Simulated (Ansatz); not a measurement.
Reaction (substitution at a C–Si bond): `O=C[Si](F)(F)[SiH3]` + `S=CS` → `O=CSC=S` + `F[SiH](F)[SiH3]`

Calculated with Ansatz (gas phase, PBE0-D4/def2-TZVP geometries, no zero-point term in ΔE). CBS: MP2 limit from def2 TZ/QZ plus the TZ coupled-cluster correction, frozen cores. DFT in def2-TZVPP. B3LYP here is the variant with VWN-RPA as its local correlation; programs differ in this. One conformer a species, not always the lowest.

| level | ΔE (kJ/mol) |
| --- | --- |
| B3LYP-D4 | -21.0 |
| ωB97M-V | -15.7 |
| B2PLYP | -22.9 |
| PBE0 | -24.8 |
| HF/def2-TZVPP | -11.3 |
| SCS-MP2/def2-TZVPP | -20.0 |
| CCSD/def2-TZVPP | -13.5 |
| MP2/CBS(def2) | -24.4 |

Problem. What does CCSD(T)/CBS give? (Best estimate.)

Solution. The calculation gave: -18.2 kJ/mol. The listed levels differ from it by -2.8, 2.5, -4.7, -6.6, 6.9, -1.8, 4.7, -6.2 kJ/mol.

Largest T1 diagnostic among the species: 0.019.

In def2-TZVPP, CCSD(T) changes the Hartree–Fock value by −6.4 kJ/mol (the triples alone add −4.2 kJ/mol) and MP2 by −12.6 kJ/mol. From PBE to PBE0 (25 % exact exchange), in def2-TZVPP and without D4, ΔE moves by +5.1 kJ/mol.
